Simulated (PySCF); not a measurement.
# Correlation energy of Mo⁴⁺ (molybdenum, charge +4)

Starting occupation: [Kr] 4d2, 4d3/2 with m_j = +1/2, +3/2. Calculation: PySCF 2.14, in x2c-TZVPPall-2c (8s9p7d2f1g, 93 functions); X2C-1e with screened-nucleus spin-orbit coupling, Gaussian nucleus. Frozen: [Ar] 3d10; 10 electrons correlated; the 6 highest virtual spinors left out.

MP2 pair energies summed by pair of shells (mhartree):

| pair | energy | share (%) |
| --- | --- | --- |
| 4p-4p | -115.41 | 46.4 |
| 4d-4p | -78.09 | 31.4 |
| 4p-4s | -35.20 | 14.2 |
| 4d-4s | -9.21 | 3.7 |
| 4s-4s | -6.40 | 2.6 |
| 4d-4d | -4.27 | 1.7 |

Total MP2 correlation energy: -248.58 mhartree.

The GHF reference relaxed away from the jj start to a determinant that is no pure jj level (⟨S²⟩ = 1.95, ⟨J²⟩ = 7.08); the energies belong to that determinant.

This basis was not built for core-valence correlation, so the inner-shell part is incomplete.
